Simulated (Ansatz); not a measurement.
Basis-set extrapolation for C$_{3}$H$_{9}$FSi (`C[Si](C)(C)F`) (PBE0-D4/def2-TZVP geometry, frozen core, Ansatz). Multiplicity 1, RHF reference.

```
                      def2-TZVPP   def2-QZVPP
                 HF  -507.430339  -507.450070
    MP2 correlation    -0.909251    -0.976927
CCSD(T) correlation    -0.993266      not run
```

Energies in hartree. Use E(X) = E(∞) + A·exp(−7.88·√X) for Hartree–Fock and E(X) = E(∞) + B·X^(−2.97) for correlation, with X = 3 and 4, and add CCSD(T) minus MP2 of the smaller set to the MP2 limit.

What is the CCSD(T) energy at the basis-set limit?

HF limit: -507.450070 + (-0.019731) × 0.13774 = -507.45279. MP2 limit: -0.976927 + (-0.067676) × 0.74074 = -1.02706. Higher-order term: -0.993266 − (-0.909251) = -0.08401. Total: -508.56386 hartree, 368.2 kJ/mol below CCSD(T)/def2-TZVPP.
